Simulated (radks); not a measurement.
Coulomb parameter of the 5d shell of the platinum ion Pt+ in the model configuration [Xe] 4f14 5d8 6s1, as a second difference U = [E(n + 0.5) + E(n - 0.5) - 2 E(n)] / (0.5)^2 with all orbitals relaxed. "Bare": the charge of the atom changes with n. "Screened": the 6s shell takes up the change at fixed total charge, which measures U(5d,5d) + U(6s,6s) - 2 U(5d,6s). All-electron calculation, scalar-relativistic Kohn-Sham, PBE, spin-unpolarised, spherical densities, point nucleus. Program: a radial shooting solver on a logarithmic mesh with Libxc functionals.

| case | configuration | E - E(n) (eV) |
|---|---|---|
| start | [Xe] 4f14 5d8 6s1 | 0.000 |
| bare +0.5 | [Xe] 4f14 5d8.5 6s1 | -6.880 |
| bare -0.5 | [Xe] 4f14 5d7.5 6s1 | 9.683 |
| screened +0.5 | [Xe] 4f14 5d8.5 6s0.5 | -1.125 |
| screened -0.5 | [Xe] 4f14 5d7.5 6s1.5 | 1.416 |

U(bare) = 11.214 eV, U(screened by 6s) = 1.164 eV, against the Slater integral F0(5d,5d) = 15.490 eV with frozen orbitals.
